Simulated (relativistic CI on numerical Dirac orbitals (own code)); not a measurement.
## Line list: Electric-dipole lines, Au XXXVIII

These numbers are calculated, not measured: Dirac-Coulomb-Breit CI, separate exchange-only KLI orbitals for each configuration, model QED, unscaled Slater integrals (own radial code, finite nucleus).

Configuration list (outside the closed core [Ar] 3d10): 4s2 4p6 4d6, 4s2 4p6 4d5 4f, 4s2 4p5 4d7, 4s2 4p4 4d8, 4s 4p6 4d7, 4p6 4d8, 4s 4p6 4d6 4f, 4s 4p5 4d8, 4s2 4p6 4d5 5s, 4s2 4p6 4d5 5d, 4s2 4p4 4d7 5s, 4s2 4p6 4d4 5s2, 4s2 4p6 4d5 6s, 4s 4p6 4d6 5s, 4p6 4d7 5s, 4p6 4d7 5p. Levels of other configurations are missing.

```csv
λ vac (Å),Lower,Upper,A (s⁻¹),log gf,S velocity/length
53.114,4s2 4p6 4d6 5D_3 [4],4s2 4p6 4d5 4f 3F°_4 [158],1.04e+11,-0.40,0.62
53.620,4s2 4p6 4d6 3G_5 [7],4s2 4p6 4d5 4f 3H°_6 [172],3.94e+10,-0.66,0.58
53.789,4s2 4p6 4d6 5D_4 [5],4s2 4p6 4d5 4f 3D°_3 [150],7.18e+10,-0.66,0.63
53.838,4s2 4p6 4d6 5D_4 [5],4s2 4p6 4d5 4f 5G°_5 [148],4.03e+10,-0.72,0.65
54.163,4s2 4p6 4d6 3F_4 [1],4s2 4p6 4d5 4f 3I°_5 [61],7.11e+10,-0.46,0.65
54.352,4s2 4p6 4d6 3H_6 [8],4s2 4p6 4d5 4f 3K°_7 [160],5.47e+10,-0.44,0.67
54.875,4s2 4p6 4d6 3H_6 [8],4s2 4p6 4d5 4f 5G°_5 [148],8.67e+10,-0.37,0.59
54.968,4s2 4p6 4d6 3G_5 [7],4s2 4p6 4d5 4f 3F°_4 [144],7.59e+10,-0.51,0.61
55.483,4s2 4p6 4d6 3F_4 [1],4s2 4p6 4d5 4f 5F°_4 [53],6.14e+10,-0.59,0.71
55.754,4s2 4p6 4d6 3G_5 [7],4s2 4p6 4d5 4f 5F°_4 [127],5.49e+10,-0.64,0.59
56.562,4s2 4p6 4d6 3F_4 [1],4s2 4p5 4d7 3D°_3 [50],6.34e+10,-0.67,0.69
56.861,4s2 4p6 4d6 3F_4 [1],4s2 4p5 4d7 3D°_3 [48],7.75e+10,-0.58,0.54
56.951,4s2 4p6 4d6 3G_5 [7],4s2 4p6 4d5 4f 5G°_4 [110],4.92e+10,-0.67,0.59
57.344,4s2 4p6 4d6 3F_4 [1],4s2 4p6 4d5 4f 3H°_4 [46],4.83e+10,-0.67,0.93
58.713,4s2 4p6 4d6 3F_4 [1],4s2 4p5 4d7 3D°_3 [41],4.86e+10,-0.75,0.67
59.609,4s2 4p6 4d6 3F_4 [1],4s2 4p5 4d7 3F°_4 [40],4.33e+10,-0.68,1.05
59.816,4s2 4p6 4d6 3H_6 [8],4s2 4p5 4d7 3H°_6 [73],3.59e+10,-0.60,0.76
60.515,4s2 4p6 4d6 3G_5 [7],4s2 4p5 4d7 3H°_5 [68],3.86e+10,-0.63,0.95
60.575,4s2 4p6 4d6 3P_2 [2],4s2 4p5 4d7 3P°_2 [39],5.37e+10,-0.83,0.76
61.086,4s2 4p6 4d6 3F_4 [1],4s2 4p5 4d7 3G°_5 [36],2.11e+10,-0.89,1.18
```

Terms are leading LS components. Brackets give the number of a level in order of energy, since labels repeat. The list gives strong lines, with weight on those to low levels, among the lowest 200 of 2810 levels, so that lines to higher ones, which can be the strongest, are missing. Levels whose partners in the same complex of configurations lie outside the list can be far off, and so can their lines. Rates are taken at the computed energies, electric ones in the length gauge. A velocity-to-length ratio far from 1 marks an uncertain rate.

At this charge energies of transitions that change n are usually good to better than 1 %, and those within a shell (Δn = 0) to a few per cent. Terms inside the open d or f shell come out 10 to 20 % too wide with unscaled integrals.

LS names give the leading component of a level, which can be under half, so a name can repeat, a term be missing and a line seem to break the LS rules.
